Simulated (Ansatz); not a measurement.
Program: Ansatz. Geometries: PBE0-D4/def2-TZVP. ΔE: electronic, gas phase. CBS: MP2 limit from def2 TZ/QZ plus the TZ coupled-cluster correction, frozen cores. This one scheme is used for every species. Functionals use def2-TZVPP. B3LYP here is the variant with VWN-RPA as its local correlation; programs differ in this. One conformer a species, not always the lowest.

Consider the formal hydrolysis of a C–C bond: `FCC([SiH3])Cl` + H₂O → `OC([SiH3])Cl` + `CF`.

(1) Is it downhill or uphill in electronic energy at CCSD(T)/CBS, and by how much? (Best estimate.)

(2) What do these levels give: r2SCAN-D4, ωB97X-V, ωB97M-V, r2SCAN, B3LYP, MP2/def2-TZVPP, CCSD/def2-TZVPP, CCSD(T)/def2-TZVPP, SCS-MP2/def2-QZVPP, HF/CBS(def2), MP2/CBS(def2), CCSD/CBS(def2)? (An estimate is asked.)

Largest T1 diagnostic among the species: 0.011.

Results:

(1) Ansatz gave: Uphill: ΔE = +58.8 kJ/mol.

(2) The calculation gave: r2SCAN-D4 48.0, ωB97X-V 49.8, ωB97M-V 52.4, r2SCAN 46.8, B3LYP 38.5, MP2/def2-TZVPP 61.7, CCSD/def2-TZVPP 55.3, CCSD(T)/def2-TZVPP 55.9, SCS-MP2/def2-QZVPP 57.1, HF/CBS(def2) 41.0, MP2/CBS(def2) 64.7, CCSD/CBS(def2) 58.3 kJ/mol.

The D4 term adds +6.5 kJ/mol with B3LYP and +3.6 kJ/mol with PBE0; it sums over pairs of atoms, weighted by their polarisabilities, and B3LYP, whose exchange is more repulsive, gets the larger term. In def2-TZVPP, CCSD(T) changes the Hartree–Fock value by +14.9 kJ/mol (the triples alone add +0.6 kJ/mol) and MP2 by +20.7 kJ/mol. From PBE to PBE0 (25 % exact exchange), in def2-TZVPP and without D4, ΔE moves by +5.7 kJ/mol.
